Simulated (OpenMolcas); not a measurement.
**Ni4+ in a point-charge field**

Ni4+ among 6 point charges of -2 e arranged as a trigonal antiprism (D3d), 1.66 Å from the ion, with a polar angle of 56.4° against the regular 54.74°.
```
   0.0000    1.3823    0.9192  -2.00
  -1.1971   -0.6911    0.9192  -2.00
   1.1971   -0.6911    0.9192  -2.00
   0.0000   -1.3823   -0.9192  -2.00
   1.1971    0.6911   -0.9192  -2.00
  -1.1971    0.6911   -0.9192  -2.00
```

* Program: OpenMolcas
* Method: CASSCF
* Basis: ANO-RCC-VTZP [6s5p3d2f1g]
* Scalar Hamiltonian: DKH2, point nucleus
* Active space: 6 electrons in 5 orbitals (3d)
* State averaging: 2S+1 = 5 even, 5 roots; 2S+1 = 3 even, 45 roots; 2S+1 = 1 even, 50 roots
* Spin-orbit coupling: RASSI with atomic mean-field integrals over the reference wave functions

The lowest spin-free states (labels of D3, the rotations of D3d), above the lowest:

```tsv
State	Degeneracy	E (cm-1)	Free-ion L (%)
5A1	1	0.0	D (100)
5E	2	1050	D (100)
5E	2	5145	D (100)
3A2	1	28085	H (73)
3E	2	28200	H (79)
3E	2	29658	H (89)
3A1	1	29892	H (90)
3E	2	31257	H (69)
3A2	1	31696	H (71)
3E	2	32724	H (91)
3E	2	34428	P (68)
3A2	1	34803	P (63)
3A1	1	35299	G (53)
3E	2	35748	F (49)
3A2	1	36907	F (48)
3A2	1	37368	F (98)
3E	2	37428	F (49)
3E	2	37993	G (56)
3A1	1	38049	F (50)
1A1	1	39396	I (57)
```

The lowest levels with spin-orbit coupling:

```tsv
E (cm-1)	Degeneracy	Label	2S+1	g
0.0	1	A1	5	
47.2	2	E	5	0.00 0.00 3.94
211.5	2	E	5	0.00 0.00 7.67
1135	2	E	5	0.00 0.00 8.87
1195	1	A2	5	
1340	1	A1	5	
1469	2	E	5	0.00 0.00 2.04
1507	1	A2	5	
1562	2	E	5	0.00 0.00 1.56
1591	1	A1	5	
5400	2	E	5	0.00 0.00 7.87
5444	1	A2	5	
5502	1	A1	5	
5576	2	E	5	0.00 0.00 1.24
5689	2	E	5	0.00 0.00 2.15
5810	1	A2	5	
5814	1	A1	5	
28087	2	E	3	0.00 0.00 3.54
28103	1	A1	3	
28234	2	E	3	0.00 0.00 7.23
```

Powder χT (cm3 K/mol): 0.265 at 2 K, 1.32 at 10 K, 3.65 at 50 K, 4.04 at 100 K, 4.22 at 200 K, 4.27 at 300 K. The effective moment at 300 K is 2.828 √(χT) = 5.84 μB.

The lowest level has 2S+1 = 5, for which the spin-only value is χT = S(S+1) / 2 = 3.000 cm3 K/mol (g = 2). The computed 4.270 at 300 K differs by +1.270, through orbital momentum, spin-orbit coupling and any other state in reach.

Without dynamic correlation the repulsion within the d shell is too large (B by tens of per cent), so at a given field states of lower spin stand too high. Point charges give a weaker field than real ligands, and real ions of this kind are often low spin; the high spin found here belongs to the model. This is an electrostatic model: the charges have no orbitals. No measured value stands beside these numbers.

With an even number of electrons the g values are those of a degenerate or nearly degenerate non-Kramers pair.
